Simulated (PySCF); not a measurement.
**Correlation energy of Os⁴⁰⁺ (osmium, charge +40)**

Starting occupation: [Kr]. All numbers are calculated (PySCF 2.14, X2C-1e with screened-nucleus spin-orbit coupling, Gaussian nucleus, in an uncontracted even-tempered set (19 s from 2 bohr⁻², ratio 2.6; 16 p from 2.6 bohr⁻², ratio 2.6; 11 d from 2.6 bohr⁻², ratio 2.6; 5 f from 2.7 bohr⁻², ratio 2.8)). Frozen: [Ar] 3d10; 8 electrons correlated; the 116 highest virtual spinors left out.

MP2 pair energies summed by pair of shells (mhartree):

```tsv
pair	energy	share (%)
4p3/2-4p3/2	-123.17	39.0
4p1/2-4p3/2	-105.88	33.5
4p3/2-4s1/2	-31.58	10.0
4p1/2-4p1/2	-27.83	8.8
4p1/2-4s1/2	-15.97	5.1
4s1/2-4s1/2	-11.49	3.6
```

Total MP2 correlation energy: -315.91 mhartree.

The virtual space was cut to 74 spinors, which keep -312.64 of the -315.91 mhartree of MP2 correlation.

```json
{"level": "CCSD", "correlation energy (mhartree)": "-333.06"}
{"level": "(T)", "correlation energy (mhartree)": "-2.25"}
{"level": "CCSD(T)", "correlation energy (mhartree)": "-335.31"}
```

Diagnostics: T1 = 0.00018, largest double amplitude 0.034.

Cost of the coupled-cluster step: 81 s of wall time on 1 thread of Neoverse-V1 (shared host), for 8 occupied and 74 virtual spinors.

Iterations:

```
Init t2, MP2 energy = -0.312636634010445
CCSD nocc = 8, nmo = 82
Init t2, MP2 energy = -0.312636634010445
Init E_corr(GCCSD) = -0.312636634010445
cycle = 1  E_corr(GCCSD) = -0.330823513887885  dE = -0.0181868799  norm(t1,t2) = 0.00909656
cycle = 2  E_corr(GCCSD) = -0.332742003147544  dE = -0.00191848926  norm(t1,t2) = 0.00149508
cycle = 3  E_corr(GCCSD) = -0.333073359387155  dE = -0.00033135624  norm(t1,t2) = 0.000326402
cycle = 4  E_corr(GCCSD) = -0.333060748745884  dE = 1.26106413e-05  norm(t1,t2) = 2.17076e-05
cycle = 5  E_corr(GCCSD) = -0.333060929609656  dE = -1.80863772e-07  norm(t1,t2) = 1.63692e-06
cycle = 6  E_corr(GCCSD) = -0.333060937915151  dE = -8.30549524e-09  norm(t1,t2) = 1.04697e-07
GCCSD converged
E(GCCSD) = -16267.56844849067  E_corr = -0.3330609379151512
```

At this charge the one-electron X2C treatment keeps the bare 1/r₁₂, with no two-electron picture change or Breit term. The effect here is smaller than on the frozen 1s shell.
